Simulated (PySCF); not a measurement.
Bond stretch in CaO, singlet.

Method: PySCF 2.14.0 with unrestricted PBE0/def2-SVP.

Q: Relative to R = 1.80 Å, what are the energies at R = 1.88, 2.71, 3.00, 4.41 Å?

A: 1.7 kcal/mol at 1.88 Å, 49.5 kcal/mol at 2.71 Å, 66.2 kcal/mol at 3.00 Å, 104.5 kcal/mol at 4.41 Å.

The unrestricted solution behind UKS-PBE0 changes between 2.10 and 2.25 Å, which can leave a kink. The unrestricted determinant behind UKS-PBE0 is spin-contaminated at 2.00 to 7.27 Å (<S²> up to 1.0, against 0.00 for a pure singlet).
